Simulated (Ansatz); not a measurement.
Species: H5NSi2, SMILES `[SiH2]=N[SiH3]` (charge 0, multiplicity 1).

**Question.** Give a relaxed geometry from PBE0-D3(BJ)/def2-TZVP (Ansatz, a first-principles code).

**Answer.** the end point of this relaxation (outside a Z-matrix the atoms follow the SMILES, hydrogens last).
Z-matrix (Å, degrees):
```
N
Si 1 1.5739
Si 1 1.6999 2 146.43
H 2 1.4799 1 121.37 3 -180.00
H 2 1.4872 4 112.10 1 -180.00
H 3 1.4887 1 109.71 2 -120.57
H 3 1.4887 6 108.28 1 119.71
H 3 1.4942 6 107.48 7 115.83
```
